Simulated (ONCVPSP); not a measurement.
## Before and after: ONCV potential for iron

| Quantity | Value |
| --- | --- |
| Element | Fe (Z = 26) |
| Generator | ONCVPSP 4.0.1 |
| Type | optimised norm-conserving Vanderbilt (ONCV) |
| Functional | PBEsol |
| Relativity | scalar-relativistic |
| Frozen core | [Ne] |
| Valence charge | 16 |
| Reference configuration | 3s2 3p6 3d6 4s0.5 (charge +1.5) |
| Partial waves | 3s+4s: rc 1.35 bohr, ncon 4, nbas 8, qcut 7.5 1/bohr, 2 projectors; 3p: rc 0.90 bohr, ncon 4, nbas 8, qcut 8.8 1/bohr, 2 projectors, debl 3 Ha; 3d: rc 1.50 bohr, ncon 4, nbas 9, qcut 9.4 1/bohr, 3 projectors, debl 0.8 Ha |
| Local potential | polynomial inside 0.80 bohr (lpopt 5, dvloc0 0 Ha) |
| Core correction | Teter function, fcfact 4, rcfact 1.3 |

All-electron outer shells of the reference configuration (PBEsol, scalar-relativistic, ld1.x):

| shell | level (eV) | outermost node (bohr) | outermost maximum (bohr) |
| --- | --- | --- | --- |
| 2p | -711.13 | – | 0.18 |
| 3s | -107.08 | 0.33 | 0.70 |
| 3p | -73.26 | 0.30 | 0.72 |
| 3d | -20.70 | – | 0.71 |
| 4s | -16.10 | 1.00 | 2.21 |

Change: s: rc 2.02.

Cutoffs: the cutoffs (Ha) at which the residual kinetic energy of the hardest occupied pseudo-wave falls to 1 and 0.1 mHa per electron; they do not see the model core or the augmentation charge, which bear on the density cutoff. Errors are all-electron minus pseudo energies relative to the spin-unpolarised reference configuration.

What does the change do?

The potential gets neither clearly harder nor softer (38 Ha and 203 Ha → 38 Ha and 203 Ha); the d channel sets the loose cutoff, while the largest relative change is in s, which becomes softer; the errors of the 4 common tests hardly move; neither file shows a bound ghost.

```tsv
quantity	base	changed
cutoff, loose	38 Ha	38 Ha
cutoff, tight	203 Ha	203 Ha
loose cutoff by channel	s 21 Ha, p 32 Ha, d 38 Ha	s 14 Ha, p 32 Ha, d 38 Ha
bound ghosts	none	none
GHOST(+) flags under 300 eV	none	none
error for 3s2 3p6 3d6 4s2, meV [ΔE -15.85 eV]	+4.3	+4.2
error for 3s2 3p6 3d6 4s1, meV [ΔE -7.10 eV]	+1.0	+1.0
error for 3s2 3p6 3d6 4s0, meV [ΔE 9.02 eV]	-0.2	-0.5
error for 3s2 3p6 3d5 4s0, meV [ΔE 43.20 eV]	+53	+53
p: phases at 0.91 bohr within 0.05 rad from the reference energy up to (Ha; the scan ends near 5)	to the end of the scan	to the end of the scan
d: phases at 1.53 bohr within 0.05 rad from the reference energy up to (Ha; the scan ends near 5)	to the end of the scan	to the end of the scan
rms error of d²Exc/dni dnj with the model core, mHa	0.84	1.01
```
